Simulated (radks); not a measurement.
Values are calculated unless marked as measured or tabulated.
Bi4+, configuration [Xe] 4f14 5d10 6s1.

Code: a radial shooting solver on a logarithmic mesh with Libxc functionals. Model: non-relativistic Kohn-Sham, TPSS, spin-polarised, spherical densities, point nucleus; open shells are filled with parallel spins first (spin-orbit coupling, left out, can overturn this in heavy ions); meta-GGA in the generalised Kohn-Sham scheme; relativity is left out, which matters for an element this heavy.

Energy parts (hartree):
| part | energy |
|---|---|
| total | -20095.7629 |
| kinetic | 20091.2603 |
| electron-nucleus | -47690.9740 |
| Hartree | 7872.3645 |
| exchange-correlation | -368.4137 |

Orbitals (lengths in bohr, moments of r in powers of bohr):
orbital  occ.  eigenvalue (hartree)      <r>
1s up       1             -2980.749  0.01823
1s down     1             -2980.748  0.01823
2s up       1             -504.9029  0.07662
2s down     1             -504.9024  0.07662
2p up       3             -486.3657  0.06471
2p down     3             -486.3651  0.06471
3s up       1             -122.2350   0.1925
3s down     1             -122.2343   0.1925
3p up       3             -113.4099   0.1831
3p down     3             -113.4093   0.1831
3d up       5             -96.99634   0.1595
3d down     5             -96.99582   0.1595
4s up       1             -28.66080   0.4195
4s down     1             -28.65986   0.4195
4p up       3             -24.75894   0.4219
4p down     3             -24.75791   0.4219
4d up       5             -17.56821   0.4252
4d down     5             -17.56701   0.4252
4f up       7              -7.82034   0.4318
4f down     7              -7.81887   0.4318
5s up       1              -6.08591   0.9260
5s down     1              -6.08235   0.9255
5p up       3              -4.75712   0.9884
5p down     3              -4.75241   0.9870
5d up       5              -2.57529    1.193
5d down     5              -2.56368    1.186
6s up       1              -1.67236    2.155
6s down     0              -1.62794    2.160

The highest occupied level is 6s up at -45.507 eV. Summed over all electrons, <r^2> = 37.30 bohr^2, which gives a Langevin (diamagnetic) susceptibility term of -29.5 x 10^-6 cm^3/mol. For comparison, the ionisation energy in NIST's Atomic Spectra Database is 54.86 eV (measured). In exact Kohn-Sham theory the highest level is minus the ionisation energy, but local and semilocal functionals leave it too shallow, through self-interaction and a potential that decays too fast; potentials with the right tail come closer. Spin moment in Bohr magnetons: 1. The spin density at the nucleus is 41.64 e/bohr^3 (1s 0.12, 2s 0.06, 3s 0.04, 4s 0.00, 5s -0.07, 6s 41.49). The electron density at the nucleus is 4.112e+05 e/bohr^3.
